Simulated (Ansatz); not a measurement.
Reaction (formal exchange of groups at the Si–Br bond): `F[Si](F)([SiH3])Br` + `BC` → `B[Si](F)(F)[SiH3]` + `CBr`

Computed with Ansatz on PBE0-D4/def2-TZVP structures; ΔE is electronic, products minus reactants. CBS: MP2 limit from def2 TZ/QZ plus the TZ coupled-cluster correction, frozen cores. This one scheme is used for every species. Functionals use def2-TZVPP. HSE06 is defined as in plane-wave codes. For Br outer-core shells are correlated without core-valence functions, which leaves a few kJ/mol of doubt a bond. Scalar relativity is left out up to krypton.

`F[Si](F)([SiH3])Br`:

Z-matrix (Å, degrees):
```
Si
F 1 1.586
Si 1 2.332 2 111.5
F 1 1.586 2 106.3 3 121.7
Br 1 2.201 2 107.8 3 -123.0
H 3 1.484 1 108.1 2 179.6
H 3 1.484 1 108.1 2 -61.1
H 3 1.485 1 109.6 2 59.2
```

`BC`:

Z-matrix (Å, degrees):
```
C
B 1 1.548
H 1 1.091 2 115.2
H 1 1.105 2 103.3 3 -114.8
H 1 1.091 2 115.2 3 130.4
H 2 1.199 1 120.9 3 -157.0
H 2 1.199 1 120.9 3 26.7
```

`B[Si](F)(F)[SiH3]`:

```xyz
10

B    -1.081   -0.782   -1.504
Si   -0.697    0.552   -0.054
F    -0.604    2.040   -0.638
F    -1.878    0.595    1.027
Si    1.318    0.084    1.081
H    -1.652   -1.802   -1.260
H    -0.649   -0.626   -2.607
H     2.446    0.065    0.110
H     1.569    1.125    2.112
H     1.227   -1.250    1.732
```

`CBr`:

```xyz
5

C    -0.055   -0.177   -0.011
Br    0.520    1.665    0.100
H     0.101   -0.636    0.961
H     0.542   -0.669   -0.772
H    -1.108   -0.184   -0.279
```

| level | ΔE (kJ/mol) | difference from CCSD(T)/CBS |
| --- | --- | --- |
| LDA (SPW92) | 201.1 | 3.7 |
| revPBE-D4 | 186.9 | -10.5 |
| B97M-V | 200.3 | 2.9 |
| PBE0-D4 | 194.9 | -2.5 |
| r2SCANh-D4 | 203.0 | 5.6 |
| BHLYP-D4 | 199.8 | 2.4 |
| CAM-B3LYP-D4 | 196.9 | -0.5 |
| PBE-QIDH | 200.6 | 3.2 |
| r2SCAN | 201.7 | 4.3 |
| PBE0 | 193.4 | -4.0 |
| r2SCAN0 | 204.0 | 6.6 |
| HSE06 | 193.5 | -3.9 |
| RPA@PBE/def2-TZVPP | 179.1 | -18.3 |
| CCSD(T)/def2-SVP | 193.1 | -4.3 |
| MP2/def2-QZVPP | 207.7 | 10.3 |
| CCSD/CBS(def2) | 197.4 | 0.0 |
| CCSD(T)/CBS | 197.4 | 0 |

Task: What do rigid-rotor, harmonic-oscillator terms from PBE0-D4/def2-TZVP frequencies (298.15 K, 1 bar) make of the CCSD(T)/CBS value? (Best estimate.)

Result: The calculation gave: ΔZPE = +0.1 kJ/mol, ΔH = +197.8 kJ/mol, ΔS = 2 J/(mol·K), ΔG = +197.3 kJ/mol.

Largest T1 diagnostic among the species: 0.013.

Leaving LDA and LC-ωPBE aside and taking each functional with its dispersion term where it has one, the values, not all of them listed here, spread over 17.4 kJ/mol, from revPBE-D4 to r2SCAN0-D4. LDA lies +13.3 kJ/mol from PBE without D4. From PBE to PBE0 (25 % exact exchange), in def2-TZVPP and without D4, ΔE moves by +5.6 kJ/mol.
